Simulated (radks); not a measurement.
The table gives one normalised radial function P(r) = r R(r) of C4+ in [He] (r in bohr). Method: non-relativistic Kohn-Sham, RPBE, spin-unpolarised, spherical densities, point nucleus; computed with a radial shooting solver on a logarithmic mesh with Libxc functionals.

| r | P |
|---|---|
| 0.01665 | 0.4204 |
| 0.01804 | 0.4516 |
| 0.01954 | 0.4848 |
| 0.021 | 0.5165 |
| 0.02275 | 0.5537 |
| 0.02445 | 0.5889 |
| 0.02649 | 0.6302 |
| 0.02869 | 0.6738 |
| 0.03083 | 0.7148 |
| 0.0334 | 0.7625 |
| 0.0359 | 0.8073 |
| 0.03889 | 0.8590 |
| 0.04212 | 0.9127 |
| 0.04527 | 0.9626 |
| 0.04904 | 1.0195 |
| 0.0527 | 1.0720 |
| 0.05709 | 1.1313 |
| 0.06185 | 1.1913 |
| 0.06646 | 1.2456 |
| 0.072 | 1.3057 |
| 0.07737 | 1.3592 |
| 0.08382 | 1.4173 |
| 0.0908 | 1.4733 |
| 0.09758 | 1.5213 |
| 0.1057 | 1.5711 |
| 0.1145 | 1.6162 |
| 0.1231 | 1.6521 |
| 0.1333 | 1.6858 |
| 0.1433 | 1.7096 |
| 0.1552 | 1.7281 |
| 0.1681 | 1.7371 |
| 0.1807 | 1.7364 |
| 0.1957 | 1.7251 |
| 0.2103 | 1.7050 |
| 0.2278 | 1.6712 |
| 0.2468 | 1.6251 |
| 0.2652 | 1.5733 |
| 0.2873 | 1.5044 |
| 0.3088 | 1.4329 |
| 0.3345 | 1.3439 |
| 0.3624 | 1.2462 |
| 0.3894 | 1.1523 |
| 0.4218 | 1.0432 |
| 0.4533 | 0.9425 |
| 0.4911 | 0.8302 |
| 0.532 | 0.7196 |
| 0.5717 | 0.6235 |
| 0.6193 | 0.5223 |
| 0.6656 | 0.4377 |
| 0.721 | 0.3521 |
| 0.781 | 0.2764 |
| 0.8394 | 0.2174 |
| 0.9093 | 0.1621 |
| 0.9771 | 0.1213 |
| 1.059 | 0.0851 |

Which n and l does it have? It may be an empty orbital.

Answer. n = 1, l = 0: the number of nodes gives n - l - 1 = 0, the rise at small r (about r^(l+1)) gives l, and the extent must fit the shell. The curve is that of 1s. 1s: eigenvalue -357.98 eV, 0 radial nodes, <r> = 0.268 bohr, 90 % of the charge inside 0.480 bohr.
